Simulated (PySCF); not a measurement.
# How methods differ on the excitation energy of Mg

Mg [Ne] 3s2 (1S) → Mg [Ne] 3s1 3d1 (3D), as a difference of total energies. Calculation: PySCF 2.14, in dyall-acv3z; the non-relativistic Hamiltonian (point nucleus). Correlated levels: valence: [Ne] frozen; valence and next inner shell: 1s2 frozen; virtual orbitals above 40 to 60 times the deepest correlated orbital energy dropped. The calculations carry no spin-orbit coupling.

Q: Order these methods by the excitation energy they give, lowest first.
A. PW91
B. HSE06
C. SCS-MP2 (valence and next inner shell)
D. r2SCAN

A: D (6.327 eV), A (6.363 eV), B (6.434 eV), C (7.170 eV).

Errors of the correlated levels include the incompleteness of this basis and the frozen core.

The promoted electron is Rydberg-like, and one or two diffuse shells describe it only roughly, which tends to raise the upper state.

In the upper state the promoted electron has a positive orbital energy at LDA, PBE, PBE0, r2SCAN, PW91, HSE06, BP86, so the basis confines it.

For comparison: 5.946 eV (measured; NIST levels, between the centres of gravity of the two terms).
